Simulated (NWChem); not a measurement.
C4H7B; SMILES B(C#C)(C)C

Computed with NWChem. Pople sets run with spherical d functions. STO-3G and 3-21G are far too small for this property and stand as cheap habits. Geometry: optimised at PBE0/def2-SVP. Field at 589 nm.

```
level            isotropic polarisability (bohr³)  anisotropy (bohr³)  relative time
---------------  --------------------------------  ------------------  -------------
B3LYP/STO-3G                                 29.8                30.7              1
B3LYP/6-31G*                                 52.5                39.3              3
B3LYP/def2-SVP                               55.5                38.3              4
B3LYP/def2-SVPD                              66.0                34.7             10
```

Relative times are rough (shared machine, one core).
